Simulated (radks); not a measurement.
Results of a calculation; reference values are marked as such.
Neutral dysprosium, configuration [Kr] 4d10 4f10 5p6 6s2 5d2 (not the ground configuration). Level of theory: scalar-relativistic Kohn-Sham, r2SCAN, spin-unpolarised, spherical densities, finite nucleus; meta-GGA in the generalised Kohn-Sham scheme; Fermi nuclear charge, rms radius 5.2218 fm (a radial shooting solver on a logarithmic mesh with Libxc functionals). Some entries of the table are withheld. Estimate them.

orbital  occ.  eigenvalue (eV)  <r^2> (bohr^2)  <1/r> (bohr^-1)
1s          2        -53738.89       0.0006096            74.55
2s          2        -8977.909        0.009517            17.34
2p          6        -7963.829        0.007709            16.09
3s          2        -2012.369         0.06267            6.393
3p          6        -1699.439         0.06301            5.985
3d         10        -1296.914         0.05283            5.668
4s          2        -408.5572          0.3174            2.680
4p          6        -305.1286          0.3590              (1)
4d         10        -163.6040          0.4317            2.169
5s          0         -56.2227           1.856            1.030
5p          6         -31.3721           2.550           0.8700
4f         10         -10.1834          0.9065            1.592
6s          2          -4.7187           16.05              (2)
5d          2          -3.3179           7.919           0.5225
6p          0          -1.2118             (3)           0.2488

Answer. 
(1) 4p <1/r> (bohr^-1): 2.460
(2) 6s <1/r> (bohr^-1): 0.3346
(3) 6p <r^2> (bohr^2): 29.57
